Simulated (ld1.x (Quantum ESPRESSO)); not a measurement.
## An all-electron radial function and its pseudo partner (hafnium)

Columns: radius, all-electron u(r) and pseudo u(r) of the 5s shell (level -67.17 eV) of hafnium in the configuration [Kr] 4d10 4f14 5s2 5p6 5d2 6s2 6p0; LDA (PZ), scalar-relativistic, TM scheme, ld1.x (Quantum ESPRESSO) 7.5.

```csv
r (bohr),all-electron,pseudo
0.135,0.3665,0.1868
0.270,-0.2474,0.3680
0.405,-0.5705,0.5379
0.540,-0.0693,0.6907
0.675,0.5333,0.8192
0.810,0.9282,0.9150
0.945,1.0948,0.9689
1.080,1.0994,0.9739
1.215,1.0111,0.9287
1.350,0.8808,0.8409
1.485,0.7399,0.7262
1.620,0.6060,0.6031
1.755,0.4873,0.4870
1.890,0.3864,0.3864
2.025,0.3032,0.3032
2.160,0.2359,0.2359
2.295,0.1824,0.1824
2.430,0.1402,0.1402
2.565,0.1074,0.1074
2.700,0.0819,0.0819
2.835,0.0623,0.0623
2.970,0.0473,0.0473
3.105,0.0358,0.0358
3.240,0.0271,0.0271
3.375,0.0204,0.0204
3.510,0.0154,0.0154
```

**Question.** How many radial nodes do the two functions have?

**Answer.** The all-electron 5s function has n − l − 1 = 4 (the table is too coarse to show those close to the nucleus); the pseudo-wave has 0, since the states of the same l below it are removed with the core.

**Question.** At about which radius was the pseudo-wave matched?

**Answer.** 1.95 bohr. The columns agree to 0.0005 from 1.75 bohr on; several derivatives are matched, so the curves merge somewhat inside the radius.

**Question.** Is the pseudo-wave norm-conserving?

**Answer.** Yes: the TM scheme keeps the norm inside the radius equal to the all-electron one, which fixes the energy derivative of the logarithmic derivative at the level.
